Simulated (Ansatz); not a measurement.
Start from `O=[C](S)[SbH2]` and change one atom or group to get `O=[C](S)[AlH][OH]`.

Ansatz, PBE0-D4/def2-TZVP geometries, multiplicity 1. Each molecule was computed in one conformer, which needn't be the lowest.

Elements past krypton have def2 core potentials.

```
                                        property  `O=[C](S)[SbH2]`
  size of the dipole moment (PBE/def2-TZVPP) / D              2.54
              LUMO energy (PBE0/def2-TZVPP) / eV             -1.53
               HOMO energy (PBE/def2-TZVPP) / eV             -5.86
size of the dipole moment (B3LYP/def2-TZVPP) / D              2.81
         HOMO–LUMO gap (ωB97M-V/def2-TZVPP) / eV              9.34
               LUMO energy (PBE/def2-TZVPP) / eV             -2.37
```

**Question.** Give the same properties after the change, and the shifts. (Best estimate.)

**Answer.** Ansatz gave: 
| property | `O=[C](S)[AlH][OH]` | shift |
| --- | --- | --- |
| size of the dipole moment (PBE/def2-TZVPP) / D | 2.50 | -0.04 |
| LUMO energy (PBE0/def2-TZVPP) / eV | -2.03 | -0.50 |
| HOMO energy (PBE/def2-TZVPP) / eV | -5.62 | 0.24 |
| size of the dipole moment (B3LYP/def2-TZVPP) / D | 2.61 | -0.20 |
| HOMO–LUMO gap (ωB97M-V/def2-TZVPP) / eV | 8.98 | -0.36 |
| LUMO energy (PBE/def2-TZVPP) / eV | -2.88 | -0.51 |

With PBE0 the HOMO rises by 0.07 eV and the LUMO falls by 0.50 eV, so the gap narrows by about 0.57 eV. PBE moves the HOMO by 0.24 eV and ωB97M-V by -0.07 eV. The zero-point energy changes by 17.7 kJ/mol with +3 modes. Dipoles are sizes alone; their direction can turn.

B3LYP here is the variant with VWN-RPA as its local correlation; programs differ in this.

Spin–orbit coupling is left out; it splits and shifts lone-pair levels of the heavy atoms by tenths of an eV.
